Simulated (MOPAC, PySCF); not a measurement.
[Mo(=O)2(Cl)2], neutral singlet in the gas phase. 

Cartesian coordinates (Å):
```xyz
5

Mo    -0.0161     0.0899    -0.0457
O     -0.2320     1.2649     1.1465
O     -0.3287    -1.3979     0.6868
Cl    -1.5073     0.4342    -1.7253
Cl     2.1346     0.1364    -0.7784
```
Charge 0, multiplicity 1.

All levels are single points at this geometry (TPSS-D3(BJ)/def2-SVP); Pople sets use spherical d functions. Orbital energies aren't observables, and empty levels follow the basis.

```json
[
 {"level": "B3LYP-D3(BJ)/def2-TZVP in PySCF", "HOMO (eV)": "-9.67", "LUMO (eV)": "-4.22", "gap (eV)": "5.45", "dipole (D)": "1.33", "vertical IE, Delta-SCF (eV)": "–"},
 {"level": "PBE-D3(BJ)/def2-TZVP in PySCF", "HOMO (eV)": "-8.33", "LUMO (eV)": "-4.62", "gap (eV)": "3.71", "dipole (D)": "1.22", "vertical IE, Delta-SCF (eV)": "–"},
 {"level": "TPSSh-D3(BJ)/def2-TZVP in PySCF", "HOMO (eV)": "-9.09", "LUMO (eV)": "-4.37", "gap (eV)": "4.72", "dipole (D)": "1.23", "vertical IE, Delta-SCF (eV)": "–"},
 {"level": "B3LYP/6-311+G** (LANL2DZ on Mo) in PySCF", "HOMO (eV)": "-9.82", "LUMO (eV)": "-4.69", "gap (eV)": "5.12", "dipole (D)": "1.06", "vertical IE, Delta-SCF (eV)": "–"},
 {"level": "B3LYP/6-31G* (LANL2DZ on Mo) in PySCF", "HOMO (eV)": "-9.72", "LUMO (eV)": "-4.55", "gap (eV)": "5.17", "dipole (D)": "0.63", "vertical IE, Delta-SCF (eV)": "11.91"},
 {"level": "BP86/6-31G* (LANL2DZ on Mo) in PySCF", "HOMO (eV)": "-8.55", "LUMO (eV)": "-5.01", "gap (eV)": "3.54", "dipole (D)": "0.60", "vertical IE, Delta-SCF (eV)": "–"},
 {"level": "M06-2X/6-31G* (LANL2DZ on Mo) in PySCF", "HOMO (eV)": "-11.28", "LUMO (eV)": "-3.69", "gap (eV)": "7.60", "dipole (D)": "0.44", "vertical IE, Delta-SCF (eV)": "–"},
 {"level": "PBE/6-31G* (LANL2DZ on Mo) in PySCF", "HOMO (eV)": "-8.43", "LUMO (eV)": "-4.88", "gap (eV)": "3.54", "dipole (D)": "0.56", "vertical IE, Delta-SCF (eV)": "–"},
 {"level": "SVWN5/6-31G* (LANL2DZ on Mo) in PySCF", "HOMO (eV)": "-8.60", "LUMO (eV)": "-5.07", "gap (eV)": "3.53", "dipole (D)": "0.75", "vertical IE, Delta-SCF (eV)": "–"},
 {"level": "HF/6-31G* (LANL2DZ on Mo) in PySCF", "HOMO (eV)": "-13.33", "LUMO (eV)": "-1.63", "gap (eV)": "11.70", "dipole (D)": "0.63", "vertical IE, Delta-SCF (eV)": "–"},
 {"level": "AM1 in MOPAC", "HOMO (eV)": "-13.13", "LUMO (eV)": "-2.30", "gap (eV)": "10.83", "dipole (D)": "0.87", "vertical IE, Delta-SCF (eV)": "–"},
 {"level": "PM6 in MOPAC", "HOMO (eV)": "-11.53", "LUMO (eV)": "-1.66", "gap (eV)": "9.87", "dipole (D)": "1.97", "vertical IE, Delta-SCF (eV)": "–"},
 {"level": "PM7 in MOPAC", "HOMO (eV)": "-12.03", "LUMO (eV)": "-1.91", "gap (eV)": "10.13", "dipole (D)": "1.51", "vertical IE, Delta-SCF (eV)": "–"}
]
```
